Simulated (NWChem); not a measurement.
GeNH3S, singlet; SMILES [NH2][Ge][SH]

```xyz
6

Ge    -0.4469    -0.5323     0.0000
N      1.2418    -1.2010     0.0000
H      1.4042    -2.2021     0.0000
H      2.1070    -0.6692     0.0000
S      0.1978     1.6378     0.0000
H     -1.0678     2.1066     0.0000
```
Atoms are numbered in this order, from 1.

Results from NWChem. Low-valent species are run as closed-shell singlets; no triplet was tried in these runs. All runs use the structure optimised with PBE0/def2-SVP. B3LYP is NWChem's, with the RPA form of VWN correlation. Vertical excitations in the gas phase; the lowest state need not have the same character in each row.

| level | lowest excitation, singlet (eV) | oscillator strength of that lowest state | orbital gap (eV) |
|---|---|---|---|
| PBE/def2-SVPD, TDA | 4.37 | 0.030 | 3.70 |
| B3LYP/def2-SVPD, TDA | [?] | [?] | [?] |
| LDA (Slater exchange, VWN5)/def2-SVPD, TDA | 4.35 | 0.028 | 3.65 |

Task: Fill in the missing entries.

Result: 
- B3LYP/def2-SVPD, TDA, lowest excitation, singlet (eV): 4.43
- B3LYP/def2-SVPD, TDA, oscillator strength of that lowest state: 0.034
- B3LYP/def2-SVPD, TDA, orbital gap (eV): 5.08
